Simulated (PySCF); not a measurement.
Question: Write Cartesian coordinates for `C[Si](C)(OC(C=C)=C)C` as optimised with PBE0-D3(BJ)/def2-SVP.

Answer: 
```xyz
23
C7H14OSi angstrom
C      3.343    0.726    0.062
C      2.858   -0.517   -0.031
C      1.427   -0.836   -0.049
C      0.997   -2.109   -0.155
O      0.629    0.242    0.047
Si    -1.060    0.409    0.035
C     -1.736   -0.205   -1.600
C     -1.802   -0.507    1.490
C     -1.311    2.250    0.214
H      4.419    0.913    0.069
H      2.667    1.581    0.133
H      3.533   -1.374   -0.103
H      1.723   -2.919   -0.228
H     -0.061   -2.373   -0.171
H     -2.812    0.018   -1.678
H     -1.224    0.295   -2.438
H     -1.606   -1.290   -1.726
H     -2.882   -0.298    1.559
H     -1.673   -1.596    1.416
H     -1.333   -0.175    2.430
H     -0.867    2.615    1.153
H     -2.382    2.504    0.221
H     -0.837    2.791   -0.619
```

Any rigid rotation of these coordinates is as good. Atoms count from 1 in this order. Of the pairs four or more bonds apart, O5···H11 is among the closest relative to their van der Waals radii: 2.44 Å, 90 % of the sum of Bondi's values. The C–C distances run from 1.337 Å (C1=C2, drawn double) to 1.466 Å (C2–C3, drawn single), a spread of 0.129 Å. Si6 (oxygen-bound silicon) is distorted tetrahedral (angles from 103.3° to 112.0°).

Bonds between heavy atoms (Å): C1=C2 1.337, C2–C3 1.466, C3=C4 1.348, C3–O5 1.345, O5–Si6 1.697, Si6–C7 1.873, Si6–C8 1.873, Si6–C9 1.867.

Computed, not measured: PBE0-D3(BJ)/def2-SVP geometry optimisation, gas phase (PySCF 2.14.0).

Point group: near Cs, missed by 0.12 Å at most; the miss may be what the optimiser left on a soft mode. Stationary, but not proved a minimum. The numbers are those of one conformer (C1–C2–C3–C4 179°, C2–C3–O5–Si6 178°).
